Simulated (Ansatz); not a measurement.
`CO[SiH2]BO` + `OC#C[SiH3]` → `OBC#CO` + `CO[SiH2][SiH3]`  (redistribution)

Isolated molecules relaxed with PBE0-D4/def2-TZVP in Ansatz; ΔE leaves out vibrations. CBS: MP2 limit from def2 TZ/QZ plus the TZ coupled-cluster correction, frozen cores. DFT in def2-TZVPP. B3LYP here is the variant with VWN-RPA as its local correlation; programs differ in this. One conformer a species, not always the lowest.

```json
{"level": "PBE-D4", "ΔE (kcal/mol)": "-10.0", "difference from CCSD(T)/CBS": "-2.7"}
{"level": "r2SCAN-D4", "ΔE (kcal/mol)": "-9.2", "difference from CCSD(T)/CBS": "-1.9"}
{"level": "PBE0-D4", "ΔE (kcal/mol)": "-9.6", "difference from CCSD(T)/CBS": "-2.3"}
{"level": "B3LYP-D4", "ΔE (kcal/mol)": "-8.8", "difference from CCSD(T)/CBS": "-1.5"}
{"level": "ωB97X-V", "ΔE (kcal/mol)": "-7.6", "difference from CCSD(T)/CBS": "-0.3"}
{"level": "B2PLYP", "ΔE (kcal/mol)": "-8.0", "difference from CCSD(T)/CBS": "-0.7"}
{"level": "r2SCAN", "ΔE (kcal/mol)": "-9.3", "difference from CCSD(T)/CBS": "-2.0"}
{"level": "PBE0", "ΔE (kcal/mol)": "-9.7", "difference from CCSD(T)/CBS": "-2.4"}
{"level": "HF/def2-TZVPP", "ΔE (kcal/mol)": "-8.3", "difference from CCSD(T)/CBS": "-1.0"}
{"level": "SCS-MP2/def2-TZVPP", "ΔE (kcal/mol)": "-6.4", "difference from CCSD(T)/CBS": "0.9"}
{"level": "CCSD/def2-TZVPP", "ΔE (kcal/mol)": "-7.4", "difference from CCSD(T)/CBS": "-0.1"}
{"level": "CCSD(T)/def2-TZVPP", "ΔE (kcal/mol)": "-7.3", "difference from CCSD(T)/CBS": "0.0"}
{"level": "MP2/def2-QZVPP", "ΔE (kcal/mol)": "-6.8", "difference from CCSD(T)/CBS": "0.5"}
{"level": "SCS-MP2/def2-QZVPP", "ΔE (kcal/mol)": "-6.5", "difference from CCSD(T)/CBS": "0.8"}
{"level": "HF/CBS(def2)", "ΔE (kcal/mol)": "-8.4", "difference from CCSD(T)/CBS": "-1.1"}
{"level": "CCSD/CBS(def2)", "ΔE (kcal/mol)": "-7.4", "difference from CCSD(T)/CBS": "-0.1"}
{"level": "CCSD(T)/CBS", "ΔE (kcal/mol)": "-7.3", "difference from CCSD(T)/CBS": "0"}
```

Largest T1 diagnostic among the species: 0.015.

In def2-TZVPP, CCSD(T) changes the Hartree–Fock value by +1.0 kcal/mol (the triples alone add +0.1 kcal/mol) and MP2 by +1.5 kcal/mol.
